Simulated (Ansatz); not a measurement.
Reaction (redistribution): `CS[Si](F)(F)Cl` + `C[O][Zn][F]` → `CO[Si](F)(F)SC` + `[F][Zn][Cl]`

Isolated molecules relaxed with PBE0-D4/def2-TZVP in Ansatz; ΔE leaves out vibrations. CCSD(T)/CBS adds triple-zeta CCSD(T) − MP2 to the extrapolated MP2 energy (def2 sets, frozen cores). DFT in def2-TZVPP. B3LYP here is the variant with VWN-RPA as its local correlation; programs differ in this. For Zn outer-core shells are correlated without core-valence functions, which leaves a few kJ/mol of doubt a bond. Scalar relativity is left out up to krypton. Each species was taken in one conformer, which may not be the lowest.

| level | ΔE (kJ/mol) |
| --- | --- |
| PBE0-D4 | -117.8 |
| B3LYP-D4 | -118.7 |
| ωB97X-V | -120.0 |
| PBE0 | -116.8 |
| SCS-MP2/def2-TZVPP | -117.0 |
| CCSD(T)/def2-TZVPP | -119.6 |
| MP2/def2-QZVPP | -116.9 |
| MP2/CBS(def2) | -118.0 |

Q: What does CCSD(T)/CBS give? (Best estimate.)

A: Ansatz gave: -123.5 kJ/mol. The listed levels differ from it by 5.7, 4.8, 3.5, 6.7, 6.5, 3.9, 6.6, 5.5 kJ/mol.

Largest T1 diagnostic among the species: 0.017.

In def2-TZVPP, CCSD(T) changes the Hartree–Fock value by +31.2 kJ/mol (the triples alone add +4.6 kJ/mol) and MP2 by +36.7 kJ/mol. From PBE to PBE0 (25 % exact exchange), in def2-TZVPP and without D4, ΔE moves by −14.0 kJ/mol.
